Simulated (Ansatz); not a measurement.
One change: `CCO[SiH](C)F` becomes `CO[SiH](C)F`.

Ansatz, PBE0-D4/def2-TZVP geometries, multiplicity 1. Each molecule was computed in one conformer, which needn't be the lowest.

```
                                      property  `CCO[SiH](C)F`
           HOMO energy (B3LYP/def2-TZVPP) / eV           -8.12
            HOMO energy (PBE0/def2-TZVPP) / eV           -8.33
             HOMO energy (PBE/def2-TZVPP) / eV           -6.81
       HOMO–LUMO gap (ωB97M-V/def2-TZVPP) / eV           13.17
size of the dipole moment (PBE/def2-TZVPP) / D            1.96
         HOMO energy (ωB97M-V/def2-TZVPP) / eV          -10.70
```

(1) Give the same properties after the change, and the shifts. (Estimate.)

Results:

(1) The calculation gave: 
| property | `CO[SiH](C)F` | shift |
| --- | --- | --- |
| HOMO energy (B3LYP/def2-TZVPP) / eV | -8.29 | -0.17 |
| HOMO energy (PBE0/def2-TZVPP) / eV | -8.52 | -0.19 |
| HOMO energy (PBE/def2-TZVPP) / eV | -6.95 | -0.14 |
| HOMO–LUMO gap (ωB97M-V/def2-TZVPP) / eV | 13.56 | 0.39 |
| size of the dipole moment (PBE/def2-TZVPP) / D | 1.14 | -0.82 |
| HOMO energy (ωB97M-V/def2-TZVPP) / eV | -10.90 | -0.20 |

With PBE0 the HOMO falls by 0.19 eV and the LUMO rises by 0.13 eV, so the gap widens by about 0.32 eV. PBE moves the HOMO by -0.14 eV and ωB97M-V by -0.20 eV. Dipoles are sizes alone; their direction can turn.

B3LYP here is the variant with VWN-RPA as its local correlation; programs differ in this.
